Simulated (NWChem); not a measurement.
# Lowest excitation of FIn

```xyz
2

In     0.0000     0.0000    -0.3111
F      0.0000     0.0000     1.6938
```
Charge 0, spin multiplicity 1.

Program: NWChem. Structure: optimised with B3LYP/def2-SVP with def2 effective core potentials on In, a minimum by its harmonic frequencies.

Basis set: def2-SVPD.

```json
[
 {"method": "TD-BHandHLYP", "lowest vertical singlet excitation energy (eV)": "5.45", "relative cost": "under 3", "difference from EOM-CCSD": "+0.13"},
 {"method": "CIS", "lowest vertical singlet excitation energy (eV)": "5.60", "relative cost": "1", "difference from EOM-CCSD": "+0.28"},
 {"method": "TD-B3LYP", "lowest vertical singlet excitation energy (eV)": "5.20", "relative cost": "under 3", "difference from EOM-CCSD": "-0.13"},
 {"method": "TD-PBE", "lowest vertical singlet excitation energy (eV)": "4.93", "relative cost": "under 3", "difference from EOM-CCSD": "-0.39"},
 {"method": "EOM-CCSD", "lowest vertical singlet excitation energy (eV)": "5.33", "relative cost": "7", "difference from EOM-CCSD": "0.00"}
]
```

The values span 0.67 eV, from TD-PBE (lowest) to CIS (highest). The cost column gives rough processor time relative to CIS; each entry includes its own SCF.

Effective core potentials replace the inner electrons of In; spin-orbit coupling is left out. The correlated methods keep 5 core orbitals frozen. B3LYP has NWChem's definition, with VWN1-RPA local correlation. The structure started from a generated list of species. No row is a measurement; the coupled-cluster row has its own basis-set and correlation limits.
